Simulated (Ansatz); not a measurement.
Diatomic ZnS, multiplicity 3 (not the ground state: that is measured with 2S+1 = 1). No spin–orbit coupling. Zn is treated without relativity.

The constants come from a fifth-degree fit in 1/R (seven points, main isotopes). In def2 and cc sets the state is the lowest found near the PBE0 minimum, followed along R.

Correlated levels freeze the inner cores; with def2 sets outer-core shells near the valence are correlated too.

Programs: Ansatz (a first-principles code). Values without a source in brackets are computed.

What bond length and harmonic frequency does PBE0/def2-TZVPP give?

r_e = 2.255 Å, ω_e = 326 cm⁻¹.

What bond length and harmonic frequency does CCSD/def2-TZVPP give?

r_e = 2.262 Å, ω_e = 333 cm⁻¹.

What bond length and harmonic frequency does CCSD(T)/def2-TZVPP give?

r_e = 2.260 Å, ω_e = 329 cm⁻¹.
